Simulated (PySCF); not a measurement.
SMILES [GeH3][SiH2]CBr (GFN2-xTB optimised geometry):

```
11

Ge     1.688     1.182     1.741
Si     1.036    -0.233     0.000
C     -0.876    -0.233     0.000
Br    -1.456     1.631     0.000
H      0.708     1.258     2.872
H      2.973     0.776     2.399
H      1.910     2.606     1.345
H      1.443     0.273    -1.313
H      1.456    -1.631     0.142
H     -1.315    -0.697    -0.879
H     -1.307    -0.686     0.890
```

Computed with B3LYP/def2-TZVP run with PySCF 2.14.0.

What are the frontier orbital energies and the dipole moment?

HOMO-2 -8.37 eV, HOMO-1 -7.85 eV, HOMO -7.60 eV, LUMO -0.84 eV, LUMO+1 -0.06 eV; dipole moment 1.78 D.

On the same geometry PBE/def2-TZVP (PySCF) gives HOMO-2 -7.43 eV, HOMO-1 -6.83 eV, HOMO -6.59 eV, LUMO -1.53 eV, LUMO+1 -0.75 eV; dipole moment 1.64 D.

Meta-Löwdin charges at B3LYP/def2-TZVP: Ge1 0.11, Si2 0.45, C3 -0.42, Br4 -0.09, H5 -0.05, H6 -0.06, H7 -0.04, H8 -0.09, H9 -0.09, H10 0.14, H11 0.14.
